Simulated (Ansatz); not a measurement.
Ansatz (a first-principles code) input:

Ansatz 0.2 input:
```yaml
crystal:
  periodic: [false, false, false]
  atoms:
    - {symbol: C, position_ang: [2.01116647, -0.14116608, 0.71674298]}
    - {symbol: C, position_ang: [1.15883453, -0.33527093, -0.33786334]}
    - {symbol: C, position_ang: [0.13229414, 0.46972550, -0.86666829]}
    - {symbol: C, position_ang: [-1.15292901, 0.53841472, -0.52702235]}
    - {symbol: C, position_ang: [-1.85067398, -0.27528177, 0.55290036]}
    - {symbol: H, position_ang: [2.85268462, -0.80350910, 0.88741236]}
    - {symbol: H, position_ang: [1.92767184, 0.72969003, 1.35854973]}
    - {symbol: H, position_ang: [1.37008135, -1.22551488, -0.94347189]}
    - {symbol: H, position_ang: [-1.83038786, 1.22947215, -1.04684084]}
    - {symbol: H, position_ang: [-2.36518297, 0.36225888, 1.28750256]}
    - {symbol: H, position_ang: [-2.62119744, -0.94214988, 0.13588835]}
    - {symbol: H, position_ang: [-1.12582231, -0.88877581, 1.09242370]}
basis:
  gaussian:
    orbitals: def2-TZVP
hamiltonian:
  xc: b3lyp
  dispersion: d3bj
total_charge: -1
phonons: {temperatures: {t_min: 298.15, t_max: 298.15, t_step: 100}}
```

Question: What final total energy does it print?

Answer: -194.75440 Eh (B3LYP-D3(BJ)/def2-TZVP). The basis has 197 functions. The run takes roughly 8 core-minutes.

It need not be the lowest isomer of its formula. Whether it binds its extra electron was not tested at this geometry.
